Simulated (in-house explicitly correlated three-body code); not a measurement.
Values are calculated unless marked as measured or tabulated.
# Two electrons around a charge Z: highest levels of functionals against the exact one

The exact non-relativistic ground state comes from a variational code in 260 exponentially correlated functions, the Kohn-Sham parts from inverting its density (past Z = 6 the correlation energy is taken as exact minus Hartree-Fock, equal to within microhartrees), and self-consistent runs (Hartree-Fock is restricted) from a B-spline radial code. Z may be fractional; the second electron is bound down to Z = 0.911.

The exact Kohn-Sham level equals minus the binding energy. «Unbound» marks a run whose level isn't bound or that didn't converge.

```json
{"Z": "0.96", "exact (eV)": "-0.3812", "Hartree-Fock (eV)": "-0.8846", "LDA VWN5 (eV)": "unbound", "PBEsol (eV)": "unbound", "B3LYP VWN-RPA (eV)": "unbound", "PBE0 (eV)": "unbound"}
{"Z": "1.175", "exact (eV)": "-2.944", "Hartree-Fock (eV)": "-3.424", "LDA VWN5 (eV)": "unbound", "PBEsol (eV)": "unbound", "B3LYP VWN-RPA (eV)": "-0.4367", "PBE0 (eV)": "-0.5409"}
{"Z": "1.46", "exact (eV)": "?", "Hartree-Fock (eV)": "?", "LDA VWN5 (eV)": "?", "PBEsol (eV)": "?", "B3LYP VWN-RPA (eV)": "?", "PBE0 (eV)": "?"}
{"Z": "1.76", "exact (eV)": "-16.38", "Hartree-Fock (eV)": "-16.79", "LDA VWN5 (eV)": "-8.97", "PBEsol (eV)": "-8.903", "B3LYP VWN-RPA (eV)": "-10.99", "PBE0 (eV)": "-11.16"}
{"Z": "2.24", "exact (eV)": "-34.36", "Hartree-Fock (eV)": "-34.74", "LDA VWN5 (eV)": "-23.63", "PBEsol (eV)": "-23.66", "B3LYP VWN-RPA (eV)": "-26.58", "PBE0 (eV)": "-26.84"}
{"Z": "2.66", "exact (eV)": "-55.24", "Hartree-Fock (eV)": "-55.59", "LDA VWN5 (eV)": "-41.57", "PBEsol (eV)": "-41.71", "B3LYP VWN-RPA (eV)": "-45.35", "PBE0 (eV)": "-45.7"}
{"Z": "3.48", "exact (eV)": "-109.8", "Hartree-Fock (eV)": "-110.1", "LDA VWN5 (eV)": "-90.39", "PBEsol (eV)": "-90.78", "B3LYP VWN-RPA (eV)": "-95.8", "PBE0 (eV)": "-96.35"}
{"Z": "4.2", "exact (eV)": "?", "Hartree-Fock (eV)": "?", "LDA VWN5 (eV)": "?", "PBEsol (eV)": "?", "B3LYP VWN-RPA (eV)": "?", "PBE0 (eV)": "?"}
{"Z": "5.1", "exact (eV)": "-271.4", "Hartree-Fock (eV)": "-271.7", "LDA VWN5 (eV)": "-240.5", "PBEsol (eV)": "-241.5", "B3LYP VWN-RPA (eV)": "-249.2", "PBE0 (eV)": "-250.2"}
{"Z": "6.2", "exact (eV)": "-421.8", "Hartree-Fock (eV)": "-422.1", "LDA VWN5 (eV)": "-383", "PBEsol (eV)": "-384.5", "B3LYP VWN-RPA (eV)": "-394", "PBE0 (eV)": "-395.3"}
```

(1) What belongs in the row Z = 4.2?

(2) What belongs in the row Z = 1.46?

(3) Why do the levels of the functionals lie above the exact one?

Answers

(1) exact (eV): -172.8; Hartree-Fock (eV): -173.1; LDA VWN5 (eV): -148.3; PBEsol (eV): -148.9; B3LYP VWN-RPA (eV): -155.2; PBE0 (eV): -155.9.

(2) exact (eV): -8.327; Hartree-Fock (eV): -8.765; LDA VWN5 (eV): -2.975; PBEsol (eV): -2.869; B3LYP VWN-RPA (eV): -4.406; PBE0 (eV): -4.543.

(3) Semilocal exchange-correlation potentials fall off faster than the exact −1/r, since they don't cancel the electron's repulsion by itself; hybrids restore a share of the tail, and range-separated ones all of it at long range. Hartree-Fock has the tail but lacks relaxation and correlation.
